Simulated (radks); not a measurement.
All-electron atom: W2+ in [Xe] 4f13 5d4 6p1 (not the ground configuration). Method: Dirac Kohn-Sham, PBE, spin-unpolarised, spherical densities, point nucleus; open shells are shared between the two j in proportion to 2j + 1; computed with a radial shooting solver on a logarithmic mesh with Libxc functionals.

Spin-orbit splittings of the eigenvalues, e(l+1/2) - e(l-1/2), with zeta = 2 splitting/(2l+1) and mean radii in bohr:

| shell | occ. | splitting (eV) | zeta (eV) | <r> j=l-1/2 | <r> j=l+1/2 |
|---|---|---|---|---|---|
| 2p | 6 | ? | ? | 0.06365 | 0.07161 |
| 3p | 6 | 292.5 | 195.0 | 0.1906 | 0.2053 |
| 3d | 10 | 63.58 | 25.43 | 0.1797 | 0.1842 |
| 4p | 6 | 68.15 | 45.44 | 0.4536 | 0.4865 |
| 4d | 10 | 12.62 | 5.046 | 0.5023 | 0.5135 |
| 4f | 13 | 2.332 | 0.6664 | 0.5853 | 0.5937 |
| 5p | 6 | 10.51 | 7.010 | 1.148 | 1.243 |
| 5d | 4 | 1.032 | 0.4130 | 1.698 | 1.747 |
| 6p | 1 | 1.259 | 0.8394 | 3.147 | 3.372 |

Estimate the 2p splitting.

Answer. 1353 eV (zeta = 901.8 eV).
